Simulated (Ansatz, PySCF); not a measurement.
Dimer: HF (SMILES F) (first 2 atoms) with AsH3 (SMILES [AsH3]); geometry from B3LYP-D3(BJ)/def2-TZVP, rigid monomers moved along the line of their centres of mass till H2···As3 is 2.16 Å.
(charge 0, multiplicity 1):
```xyz
6

F      0.83298    -0.55985    -0.25489
H      0.55078    -0.32186     0.60610
As    -0.09434     0.22339     2.58930
H      0.69621    -0.15283     3.82911
H     -1.42342    -0.23212     3.16353
H     -0.28136     1.66902     3.01221
```

Monomers are frozen at their geometry in the pair; levels with a basis set take the counterpoise correction. Rows marked so take none.

Rows in 6-31G* carry no dispersion term and start afresh at each structure (6-31G* with six Cartesian d functions); the Pople sets are all-electron and without relativity.

Run with Ansatz (an electronic-structure program); PySCF for 6-31G* rows, the dispersion terms. 

Q: Estimate the interaction energy that HF/aug-cc-pVDZ returns for this input.

A: -4 meV

Q: Predict the interaction energy from r2SCAN-D3(BJ)/def2-TZVPPD.

A: -182 meV

Q: Estimate the interaction energy that BP86/6-31G* (no counterpoise) returns for this input.

A: -136 meV
